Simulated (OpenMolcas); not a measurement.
Ionisation energies of bromine

| Item | Value |
| --- | --- |
| Program | OpenMolcas |
| Basis | ANO-RCC-VQZP [7s6p4d2f1g] |
| Scalar Hamiltonian | DKH2, point nucleus |
| Spin-orbit coupling | state interaction with AMFI integrals over the reference wave functions, term energies averaged over their components |

Active shells in each charge state: the valence s, p shells, with orbitals averaged over the low states. Where CASPT2's correlated closed shells are named, they are those of the first ion.

A. CASSCF
B. SS-CASPT2, IPEA 0.25 Eh, imaginary shift 0.1 Eh (closed shells correlated: 3s 3p 3d)

Energies in eV between the lowest computed levels (charge -1 gives the electron affinity), named as in B; reference values from the NIST Atomic Spectra Database with their kind.

| From | To | A | B | Spin-orbit share in B | Reference |
| --- | --- | --- | --- | --- | --- |
| Br- 4s2 4p6 1S0 | Br 4s2 4p5 2P* 3/2 | 2.385 | 3.359 | -0.141 |  |
| Br 4s2 4p5 2P* 3/2 | Br+ 4s2 4p4 3P2 | 10.695 | 11.673 | -0.055 | 11.814 (measured) |
| Br+ 4s2 4p4 3P2 | Br2+ 4s2 4p3 4S* 3/2 | 20.257 | 21.360 | +0.196 | 21.591 (measured) |
| Br2+ 4s2 4p3 4S* 3/2 | Br3+ 4s2 4p2 3P0 | 33.929 | 34.593 | -0.488 | 34.871 (measured) |
| Br3+ 4s2 4p2 3P0 | Br4+ 4s2 4p 2P* 1/2 | 45.873 | 46.774 | +0.033 | 47.782 (measured) |
| Br4+ 4s2 4p 2P* 1/2 | Br5+ 4s2 1S0 | 58.338 | 59.348 | +0.455 | 59.595 (measured) |
| Br5+ 4s2 1S0 | Br6+ 4s 2S 1/2 | 86.466 | 86.890 | +0.000 | 87.390 (measured) |
| Br6+ 4s 2S 1/2 | Br7+ 3d10 1S0 | 101.754 | 102.180 | +0.000 | 103.030 (semi-empirical) |

Error against the reference values, in %:

| From | Reference | A | B |
| --- | --- | --- | --- |
| Br | measured | -9.5 | -1.2 |
| Br+ | measured | -6.2 | -1.1 |
| Br2+ | measured | -2.7 | -0.8 |
| Br3+ | measured | -4.0 | -2.1 |
| Br4+ | measured | -2.1 | -0.4 |
| Br5+ | measured | -1.1 | -0.6 |
| Br6+ | semi-empirical | -1.2 | -0.8 |

Mean absolute error over the 6 measured values: A 1.25 eV, B 0.40 eV. B lies closest.

No diffuse functions were added, so the electron affinity comes out too small, and without dynamic correlation a bound anion can come out unbound.

* marks odd parity.
